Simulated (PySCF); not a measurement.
Working out the ionisation energy of K²⁺

K²⁺ [Ne] 3s2 3p5 (2P) → K³⁺ [Ne] 3s2 3p4 (3P). All numbers are calculated (PySCF 2.14, the non-relativistic Hamiltonian (point nucleus), in def2-TZVP (6s4p3d, 33 functions)). Frozen: [Ne] 3s2. Energies in hartree (1 hartree = 27.21139 eV):

| part | K²⁺ (lower) | K³⁺ (upper) |
| --- | --- | --- |
| UHF | -597.885030 | -596.251695 |
| CCSD correlation | -0.094655 | -0.056938 |
| (T) | -0.000279 | -0.000065 |

Problem. What does Hartree-Fock give?

Solution. (-596.251695) − (-597.885030) = 1.633335 hartree = 44.445 eV.

Problem. What do CCSD and CCSD(T) give?

Solution. The CCSD correlation energies differ by 0.037717 hartree = 1.026 eV and the triples by 0.000214 hartree = 0.006 eV, so CCSD gives 45.471 eV and CCSD(T) 45.477 eV.

Reference: 45.803 eV (semi-empirical (NIST evaluation); NIST Atomic Spectra Database, ionization energies), between the lowest levels; spin-orbit coupling is absent from the calculation.

The calculation is non-relativistic.

What remains against the reference includes basis incompleteness, the frozen core and higher excitations.
